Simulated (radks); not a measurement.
Task: Species: the tantalum ion Ta3+. Configuration: [Xe] 4f14 5d2 (the NIST ground configuration). All-electron calculation, Dirac Kohn-Sham, Wu-Cohen GGA, spin-unpolarised, spherical densities, point nucleus; open shells fill j = l - 1/2 first. Program: a radial shooting solver on a logarithmic mesh with Libxc functionals. Some entries of the table are withheld. Estimate them.

orbital  occ.  eigenvalue (Ry)  r(max) (bohr)  <r> (bohr)
1s1/2       2              (1)        0.01167     0.01866
2s1/2       2        -850.9882        0.06704     0.07834
2p1/2       2        -813.3996        0.04992     0.06487
2p3/2       4        -720.0238        0.05665     0.07271
3s1/2       2        -196.5010         0.1889      0.2043
3p1/2       2        -179.7957         0.1770         (2)
3p3/2       4        -159.6951         0.1908         (3)
3d3/2       4        -131.4799         0.1497         (4)
3d5/2       6        -127.1021         0.1535         (5)
4s1/2       2        -41.68073         0.4293      0.4587
4p1/2       2        -34.79539         0.4294      0.4644
4p3/2       4        -30.16369         0.4587      0.4976
4d3/2       4        -18.84980         0.4563      0.5165
4d5/2       6        -17.99921         0.4657      0.5280
5s1/2       2         -7.39670         0.9885       1.097
5p1/2       2         -5.39151          1.064       1.210
5p3/2       4         -4.73492          1.148       1.310
4f5/2       6         -3.94176            (6)      0.6322
4f7/2       8         -3.79579            (7)      0.6427
5d3/2       2         -2.16492          1.482       1.813
5d5/2       0         -2.10439          1.521       1.859
6s1/2       0         -1.97780          2.439       2.690
6p1/2       0         -1.52737          2.844       3.126
6p3/2       0         -1.42942          3.051       3.321

Result: 
(1) 1s1/2 eigenvalue (Ry): -4946.568
(2) 3p1/2 <r> (bohr): 0.1943
(3) 3p3/2 <r> (bohr): 0.2088
(4) 3d3/2 <r> (bohr): 0.1829
(5) 3d5/2 <r> (bohr): 0.1874
(6) 4f5/2 r(max) (bohr): 0.4385
(7) 4f7/2 r(max) (bohr): 0.4436
